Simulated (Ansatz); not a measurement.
## Energy profile

The step: SiH₄O ([OH][SiH3]) + SiH₃F ([F][SiH3]) → Si₂H₆O ([SiH3][O][SiH3]) + HF; bonds formed: Si1–O7, F2–H6; bonds broken: Si1–F2, H6–O7 (atoms numbered as in the saddle structure below).

Si1  (-0.834, 0.905, -0.812)
F2  (0.553, 0.639, -2.113)
H3  (-0.618, 2.362, -0.942)
H4  (-1.605, 0.822, 0.487)
H5  (-1.758, 0.218, -1.742)
H6  (0.967, 0.014, -1.056)
O7  (0.513, -0.070, -0.077)
Si8  (0.656, -1.030, 1.293)
H9  (0.511, -0.158, 2.477)
H10  (-0.392, -2.072, 1.264)
H11  (2.007, -1.630, 1.220)
(Å)

Electronic energies by CCSD(T) at an estimated basis limit (MP2 extrapolated from triple and quadruple zeta, plus CCSD(T) − MP2 in triple zeta), on PBE0-D4/def2-TZVP structures; Si$_{2}$H$_{7}$OF, singlet; no counterpoise correction. Ansatz 0.2.0; basis: def2-TZVPP and def2-QZVPP; cores frozen in the correlated methods. Extrapolation: Hartree–Fock as exp(−7.88 √X), correlation as X^−2.97.

(1) Give the profile in kcal/mol, counted from the separated reactants. (An estimate is asked for; the value comes from the calculation.)

The T1 diagnostic stays at or below 0.012. The end structure is not quite a true minimum (one mode of 29i cm⁻¹).

## Answers

(1) Computed:
| point | kcal/mol |
| --- | --- |
| separated: SiH$_{3}$F (linked as [F][SiH3]; Si1, F2, H3, H4, H5; singlet) + SiH$_{4}$O (linked as [OH][SiH3]; H6, O7, Si8, H9, H10, H11; singlet) | 0.00 |
| start structure | -3.55 |
| saddle | 25.66 |
| end structure | -0.63 |
| separated: Si$_{2}$H$_{6}$O (linked as [SiH3][O][SiH3]; Si1, H3, H4, H5, O7, Si8, H9, H10, H11; singlet) + HF (F2, H6; singlet) | 5.13 |

The step is the kind of ligand exchange by which a precursor binds to a hydroxyl group, or is hydrolysed, in atomic layer deposition of oxides.

For scale, one of the runs: CCSD(T)/def2-TZVPP, 244 basis functions, launched by `ansatz run in.yaml --threads 4 --pin off --events-out ev --progress --plain --max-ram 9574MiB`. The run took 120 s on 4 CPU threads of an Intel Xeon (shared host), with 4.7 GiB of host memory at its peak.
